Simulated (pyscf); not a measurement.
H₃Si–PH–Ga [singlet] → cyclic H₄GaPSi (SMILES [SiH2]1[PH][GaH]1), a rearrangement (singlet surface; H–Si broken, Ga–H, Ga–Si formed). Optimised with ωB97X-D3(BJ)/def2-SVP in PySCF. MP2 and CC: frozen core, UHF for open shells. ΔMP2 is the change of the MP2 total energy from the triple- to the quadruple-zeta basis. Energies in kcal/mol from the reactant's lowest minimum found.

Small-basis levels: PySCF, no dispersion term, spherical d functions. 

**Question.** Quick MP2/6-31G*+LANL2DZ single points give ΔE‡ = 47.9 kcal/mol and ΔE = +25.5 kcal/mol. What does CCSD(T)/def2-TZVPP + ΔMP2(QZVPP) give, and how far is the quick result from it?

**Answer.** CCSD(T)/def2-TZVPP + ΔMP2(QZVPP) gives ΔE‡ = 40.4 kcal/mol and ΔE = +20.6 kcal/mol. MP2/6-31G*+LANL2DZ lies 7.5 kcal/mol over it in the barrier and 4.9 kcal/mol over it in the reaction energy, so on this step it does not hold to within 3.0 kcal/mol. CCSD(T)/def2-TZVPP + ΔMP2(QZVPP) has limits of its own. cyclic H₄GaPSi (SMILES [SiH2]1[PH][GaH]1) lies 7.4 kcal/mol over its isomer H₂P–SiH₂–Ga [singlet] (electronic energy, ωB97M-D3(BJ)/def2-TZVP). This is the saddle that the search found; another between the same sides may lie lower. The CCSD(T) − MP2 part came from Ansatz, without density fitting, on the same reference. The frozen core leaves the outer d or s,p core shells of the metals and heavy elements correlated in the MP2 and CC values, and def2-TZVPP describes them poorly, which can shift differences by a few kcal/mol. In the def2 sets elements up to Kr have no core potential.
